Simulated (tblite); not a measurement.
**Question.** What does the GFN2-xTB structure of InChI=1S/C5H7ClN2Si/c1-7-5-2-3-8(4-5)9-6/h2-4H,1,9H2 look like in three dimensions?

**Answer.** 
```xyz
16
C5H7ClN2Si angstrom
C     -3.2648   -0.7305    0.3788
N     -2.0927   -1.1875    0.3087
C     -0.9956   -0.3874    0.0854
C     -0.8998    0.9831   -0.3213
C      0.4210    1.2689   -0.4150
N      1.1687    0.1622   -0.0817
Si     2.9148    0.0895   -0.1431
Cl     3.4863   -1.5337    0.8707
C      0.2925   -0.8451    0.2108
H     -3.5430    0.3239    0.2965
H     -4.0679   -1.4346    0.5405
H     -1.7117    1.6525   -0.5258
H      0.9112    2.1812   -0.6929
H      3.3329   -0.0203   -1.5379
H      3.4061    1.3012    0.5034
H      0.6344   -1.8144    0.5116
```

Orientation and origin are arbitrary. Atoms count from 1 in this order. Si7 (chlorine-bound silicon) is tetrahedral (angles from 106.6° to 112.9°). The C–N distances run from 1.260 Å (C1=N2, drawn double) to 1.377 Å (C5–N6, aromatic), a spread of 0.117 Å. The 5-membered ring C3–C4–C5–N6–C9 has internal angles of 106.4° to 110.1° (sum 540°, against 540° for a flat polygon); it is planar, 0.00 Å rms from its mean plane, widest ring torsion 1°. N6 (pyrrole-type nitrogen) is planar (angles 128.1°, 124.6° and 107.2°, sum 359.9°, 0.03 Å off the plane of its three neighbours).

Bonds between heavy atoms (Å): C1=N2 1.260, N2–C3 1.376, C3–C4 1.433, C4–C5 1.355, C5–N6 1.377, N6–Si7 1.749, Si7–Cl8 1.997, N6–C9 1.367, C3–C9 1.373.

Computed geometry: GFN2-xTB, gas phase.

Point group: C1 (no symmetry element, even within 0.4 Å). Its GFN2-xTB frequencies are all real (lowest 19 cm⁻¹). The numbers are those of one conformer (C1–N2–C3–C4 -12°, C5–N6–Si7–Cl8 166°). 3 starts were optimised and ended at 0.00, 0.20 and 0.44 kcal/mol (GFN2-xTB); the lowest of these is shown.

The run took 1.3 s of wall time on an Arm Neoverse N1 with one thread, on a shared host. This is the geometry optimisation.
